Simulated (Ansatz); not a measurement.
Diatomic ZrGa, multiplicity 6 (lowest of 2S+1 = 2, 4, 6 at PBE0/def2-TZVPP; our sources give no spin for the ground state, which may be another). No spin–orbit coupling. Ga is treated without relativity.

The constants come from a fifth-degree fit in 1/R (seven points, main isotopes). Runs in def2 and cc sets follow the lowest solution found near the PBE0 minimum.

Codes used: Ansatz (Gaussian orbitals). Each number belongs to the level named beside it. In def2 rows elements past Kr take small-core potentials, without spin–orbit coupling.

Energies at PBE0/def2-TZVPP:

| R (Å) | E (hartree) |
|---|---|
| 2.419466 | -1971.50147547 |
| 2.484505 | -1971.50500435 |
| 2.544341 | -1971.50668832 |
| 2.611982 | -1971.50715007 |
| 2.679623 | -1971.50640526 |
| 2.757670 | -1971.50440685 |
| 2.848726 | -1971.50096575 |

**Question.** With a reduced mass of 39.0148 u, find the minimum, the force constant and the constants.

**Answer.** A fifth-degree polynomial in 1/R puts the minimum at r_e = 2.6014 Å with force constant 119 N/m. Then ω_e = (1/2πc)√(k/μ) = 228 cm⁻¹ and B_e = h/(8π²cμr_e²) = 0.06385 cm⁻¹; the cubic and quartic terms give α_e = 0.00024 and ω_e x_e = 0.67 cm⁻¹.

Ansatz is a quantum-chemistry and plane-wave program.
